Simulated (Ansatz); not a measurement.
```xyz
14

C     0.722   -1.440    0.279
C    -0.290   -0.316    0.320
C    -0.112    0.585    1.523
O    -0.153    0.467   -0.863
Si   -1.356    0.659   -1.983
O    -0.582    1.637   -3.056
H     0.561   -2.074   -0.595
H     1.735   -1.033    0.225
H     0.645   -2.061    1.174
H    -1.302   -0.749    0.347
H    -0.210    0.014    2.449
H     0.878    1.048    1.503
H    -0.862    1.378    1.526
H     0.325    1.884   -2.847
```

Total charge 0; spin multiplicity 1.

List the PBE/def2-TZVPP orbital energies in eV (Ansatz 0.2.0). (An estimate is asked.)

Ansatz gave: Occupied: -1780.13, -510.48, -510.35, -270.62, -268.78, -268.78, -137.66, -94.50, -94.41, -94.31, -25.63, -24.86, -19.36, -17.20, -14.75, -13.55, -12.74, -11.31, -10.83, -9.79, -9.57, -9.49, -8.85, -8.45, -8.40, -7.72, -7.10, -5.80. Lowest empty: -1.83, -0.20, 0.33, 1.14, 1.61, 1.65, 1.79, 2.10.
